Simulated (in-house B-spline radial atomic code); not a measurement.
Configurations of Sr V (Sr4+), with energies counted from [Ar] 3d10 4s2 4p4. Method: scalar-relativistic (X2C) LC-wPBE, spin-polarised, spherical fractional occupations, exact exchange averaged over the configuration, Fermi nucleus of rms radius 4.224 fm. Calculated with a B-spline radial code for spherical atoms. Shells without spins written out take the highest spin.

Occupations are held fixed; configurations that lie above the ionisation limit could autoionise.

| configuration | E - E(ref) (eV) | highest orbital | its <r> (bohr) |
| --- | --- | --- | --- |
| [Ar] 3d10 4s2 4p3 4d1 | 24.533 | 4d up | 1.811 |
| [Ar] 3d10 4s2 4p3 5s1 | 32.72 | 5s up | 2.782 |
| [Ar] 3d10 4s1 4p4 5f1 | 75.158 | 5f up | 5.35 |
| [Ar] 3d9 4s2 4p5 | 117.69 | 4p down | 1.4 |
| [Ar] 3d9 4s2 4p4 4d1 | 144.56 | 4d up | 1.739 |

Q: Order these further configurations by energy, lowest first.
A. [Ar] 3d10 4s2 4p3 4f1
B. [Ar] 3d9 4s2 4p4 5s1
C. [Ar] 3d10 4s2 4p3 5p1
D. [Ar] 3d10 4s1 4p4 5d1
E. [Ar] 3d9 4s2 4p4 5d1

A: C (38.707 eV), A (46.526 eV), D (67.283 eV), B (153.74 eV), E (168.41 eV).

Q: How far above the reference does [Ar] 3d9 4s2 4p4 4f1 lie?

A: 168.02 eV; its least bound orbital is 4f up with <r> = 2.827 bohr.
